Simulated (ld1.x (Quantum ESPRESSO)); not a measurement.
# Bi: one change to a TM potential, before and after

```json
{
 "Element": "bismuth",
 "Generator": "ld1.x (Quantum ESPRESSO) 7.5",
 "Type": "norm-conserving Troullier–Martins (Kleinman–Bylander form)",
 "Functional": "PBE",
 "Relativity": "scalar-relativistic",
 "Frozen core": "[Xe] 4f14",
 "Valence charge": "15",
 "Reference configuration": "5d10 6s2 6p3",
 "Partial waves": "6s (bound): rc 1.95 bohr; 6p (bound): rc 2.35 bohr; 5d (bound): rc 1.35 bohr",
 "Local potential": "all-electron potential smoothed inside 1.10 bohr (lloc = -1)",
 "Core correction": "a·sin(br)/r model core inside 1.15 bohr"
}
```

Change: all radii but the core radius scaled by about 0.85 (s 1.66, p 2.00, d 1.14 bohr); local potential all-electron potential smoothed inside 0.94 bohr (lloc = -1).

Cutoffs: the cutoffs (Ry, on a coarse ladder) from which the occupation-weighted sum of valence levels, in a spherical-Bessel basis at the reference potential, stays within 10 and 1 mRy of its value at 400 Ry; they do not see the model core or the augmentation charge, which bear on the density cutoff. Errors are all-electron minus pseudo energies relative to the spin-unpolarised reference configuration.

Question: What does the change do?

Answer: The potential gets harder (55 Ry and 100 Ry → 90 Ry and 120 Ry); both files keep a bound ghost (p, s); the number of tests that count goes from 6 to 7; of the 6 tests that both files solve, the error grows in 1 and shrinks in 2 by more than 15 % and 0.3 meV (median size 4.3 → 1.7 meV). A smaller radius makes the pseudo-wave follow the all-electron one further in, where it bends more sharply, so more plane waves are needed.

| quantity | base | changed |
| --- | --- | --- |
| cutoff, loose | 55 Ry | 90 Ry |
| cutoff, tight | 100 Ry | 120 Ry |
| loose cutoff by channel (10 mRy a level) | s 18 Ry, p 6 Ry, d 45 Ry | s 25 Ry, p 21 Ry, d 45 Ry |
| bound ghosts | s, p | s, p |
| tests counted (converged, no solver errors) | 6 of 7 | 7 of 7 |
| error for 5d10 6s2 6p2, meV [ΔE 7.91 eV] | -2.1 | -1.3 |
| error for 5d10 6s2 6p1, meV [ΔE 23.16 eV] | -6.5 | -6.4 |
| error for 5d10 6s2 6p0, meV [ΔE 46.50 eV] | -24 | -43 |
| error for 5d10 6s2 6p2.5, meV [ΔE 3.10 eV] | -1.1 | -0.9 |
| error for 5d10 6s0 6p5, meV [ΔE 20.50 eV] | -19 | +2.2 |
| error for 5d10 6s2 6p3.3, meV [ΔE -1.09 eV] | +0.6 | +0.7 |

Base: Tests not counted: 5d10 6s1 6p0 (pseudo-atom not self-consistent, printed error -1568 eV). A true bound ghost makes a file unfit for plane-wave use even where its test errors are small: the radial tests pick states by their node count and pass the ghost by. Where a test does run into it, the solver fails or the error is huge.
